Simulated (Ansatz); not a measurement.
Stepwise reaction of `[OH][Ga]([Cl])[Cl]` with hydrogen fluoride, as a gas-phase model of exchange steps in deposition or etching. ΔE in kJ/mol; ΔG adds harmonic PBE0-D4 terms to CCSD(T)/CBS, at 1 bar.

Computed with Ansatz on PBE0-D4/def2-TZVP structures; ΔE is electronic, products minus reactants. CCSD(T)/CBS is the MP2 limit (def2-TZVPP, def2-QZVPP) plus CCSD(T) − MP2 in def2-TZVPP, frozen cores. This one scheme is used for every species. Functionals use def2-TZVPP. B3LYP here is the variant with VWN-RPA as its local correlation; programs differ in this. For Ga outer-core shells are correlated without core-valence functions, which leaves a few kJ/mol of doubt a bond. Scalar relativity is left out up to krypton. One conformer a species, not always the lowest.

| step | reaction | PBE-D4 | B3LYP-D4 | ωB97M-V | CCSD(T)/CBS | ΔG(600 K) |
| --- | --- | --- | --- | --- | --- | --- |
| 1 | `[OH][Ga]([Cl])[Cl]` + H–F → `[OH][Ga]([F])[Cl]` + HCl | 35.0 | 33.5 | 34.3 | 39.4 | 32.7 |
| 2 | `[OH][Ga]([F])[Cl]` + H–F → `[OH][Ga]([F])[F]` + HCl | 36.5 | 34.6 | 35.5 | 40.0 | 33.3 |

Question: By hand: ΔE of the 2 steps together at CCSD(T)/CBS.

Answer: (39.4) + (40.0) = 79.4 kJ/mol, or 39.7 kJ/mol a step.

In ΔE the steps differ by no more than 0.6 kJ/mol. All are uphill at CCSD(T)/CBS. ΔG lies between 32.7 and 33.3 kJ/mol a step. PBE-D4 differs from CCSD(T)/CBS by -4.4 to -3.5 kJ/mol a step. Isolated molecules leave out the surface, adducts and barriers. Largest T1 diagnostic: 0.015.
